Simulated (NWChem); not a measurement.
## Basis-set convergence for CH$_{3}$FSi

```xyz
6

Si     0.0729    -0.6822     0.0000
F      1.3303     0.3833     0.0000
C     -1.3511     0.5843     0.0000
H     -2.3467     0.1116     0.0000
H     -1.2703     1.2421    -0.8861
H     -1.2703     1.2421     0.8861
```
Charge 0, spin multiplicity 1.

Everything below was run with NWChem. The geometry was optimised at B3LYP/def2-SVP, a minimum by its harmonic frequencies.

Quantity: vertical ionisation energy at the level ΔCCSD(T) (Δ: difference of total energies, the cation a doublet at the parent's geometry with its hole in an orbital of symmetry a' (Cs labels); it is the state that the SCF runs reached, from PBE0 orbitals for Hartree-Fock references, and need not be the lowest).

The correlated methods keep 7 core orbitals frozen. The Pople sets run with spherical d functions. The structure started from a generated list of species. No SCF solution was tested for a lower state. Open-shell Hartree-Fock references start from PBE0 orbitals; any time given for them includes that run.

Costs are rough ratios of processor time within this set of runs, SCF included, with 6-31G* as 1.

```tsv
basis	functions	vertical ionisation energy (eV)	relative cost
6-31G*	52	8.73	1
pcseg-1	61	8.95	under 3
6-31+G*	64	8.93	under 3
6-311G**	80	8.94	under 3
def2-SVPD	91	9.08	5
```

Smallest basis within 0.05 eV of def2-SVPD, the largest set run: no smaller one. def2-SVPD isn't the basis-set limit itself, and a small set can land close by cancellation.
